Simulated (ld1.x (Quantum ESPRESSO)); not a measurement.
Values are calculated unless marked as measured or tabulated.
**Potentials for Si (Z = 14) compared**

Generated with ld1.x 7.5 (TM, RRKJ, ultrasoft, PAW), atompaw 4.2 or ONCVPSP 4.0.1. The cutoff is in Ry: for ld1.x and atompaw files where the sum of valence levels is converged to 10 mRy in a Bessel basis, for ONCV files where the hardest occupied wave has 1 mHa per electron of residual kinetic energy. The error is the largest all-electron minus pseudo excitation energy over each file’s own four to seven test configurations (ionisations up to +4, promotions, holes and added fractions of an electron), all of which were solved. The labels leave out finer settings (local radius, basis sizes, second energies), which also bear on the numbers. Spin-polarised tests are not counted. The rows are a selection from randomly drawn settings: files with unsolved tests, undetermined cutoffs or missed reference levels are left out.

```csv
potential,cutoff (Ry),largest error (meV),bound ghosts
"ultrasoft, LDA (PZ), non-relativistic, rc 1.55/2.05/1.65 (spd), local smoothed, core correction yes, reference 3s2 3p1",15,-8.6,none
"PAW, PBE, non-relativistic, rc 2.15/2.20 (sp), local smoothed, core correction yes, reference 3s2 3p2",8,-53,none
"PAW, PBE, scalar-relativistic, rc 1.85/1.55 (sp), local smoothed, core correction yes, reference 3s1 3p3",8,-5.5,none
"TM semilocal, PBE, scalar-relativistic, rc 1.90/1.50 (sp), local p, core correction no, reference 3s1.5 3p2.5",35,+54,none
"RRKJ, PW91, scalar-relativistic, rc 1.20/1.85 (sp), local s, core correction no, reference 3s2 3p1.5",50,+118,none
"TM, revPBE, scalar-relativistic, rc 1.35/1.65 (sp), local smoothed, core correction yes, reference 3s2 3p1.5",35,+31,none
```

**Question.** Fill in the row for Si: TM, LDA (PZ), non-relativistic, rc 1.85/1.55/1.85 (spd), local s, core correction no, reference 3s1 3p3.

**Answer.** cutoff 30 Ry, largest error +178 meV, bound ghosts: none.

**Question.** Fill in the row for Si: RRKJ, PBE, scalar-relativistic, rc 1.90/1.75 (sp), local smoothed, core correction yes, reference 3s2 3p2.

**Answer.** cutoff 18 Ry, largest error +72 meV, bound ghosts: none.
